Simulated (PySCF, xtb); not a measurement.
C2H8N2Si2, SMILES N[Si@@H]1[SiH2]N=C1C.

GFN2-xTB (xtb 6.7.1) at its own geometry gives an orbital gap of 2.31 eV and a dipole moment of 3.04 D.

Geometry optimised at PBE0-D3(BJ)/def2-SVP. The structure was generated by enumeration; whether it is a known compound was not checked. One conformer was computed; it need not be the lowest.

Q: What does HF/def2-TZVP run with PySCF give? (An estimate is asked for; the answer gives what the named calculation found.)

A: gap 12.28 eV (levels -9.61 and 2.67 eV), dipole 3.48 D.
